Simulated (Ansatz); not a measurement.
Wavefunction ladder for CH8FNO2Si2 (`CN([SiH2]F)[SiH](O)O`)

Z-matrix (Å, degrees):
```
C
N 1 1.463
H 1 1.094 2 111.7
H 1 1.094 2 110.9 3 120.3
H 1 1.092 2 110.8 3 -120.3
Si 2 1.707 1 121.3 3 105.8
Si 2 1.728 1 117.7 3 -77.3
F 6 1.611 2 110.4 1 116.8
H 6 1.479 2 113.5 1 -126.3
H 6 1.482 2 108.2 1 -0.9
O 7 1.639 2 106.6 1 -168.9
O 7 1.631 2 114.6 1 71.9
H 7 1.478 2 108.7 1 -44.5
H 11 0.960 7 118.4 2 53.5
H 12 0.959 7 117.9 2 70.1
```

The species carries charge 0 and has multiplicity 1. The geometry is a stationary point of PBE0-D4/def2-TZVP. It is one conformer, not always the lowest. Frozen core, restricted reference, Ansatz. CBS rows extrapolate triple and quadruple zeta; past MP2 they add the triple-zeta difference.

| basis | HF (Eh) | MP2 corr. |
| --- | --- | --- |
| def2-TZVPP | -924.42103 | -1.35493 |
| def2-QZVPP | -924.45715 | -1.46421 |

**Question.** Estimate the CCSD correlation energy and the (T) correction in each basis where they were run (hartree).

**Answer.** 
| basis | CCSD corr. | (T) |
| --- | --- | --- |
| def2-TZVPP | -1.39688 | -0.04924 |
| CBS(def2) | -1.58711 | as TZ |
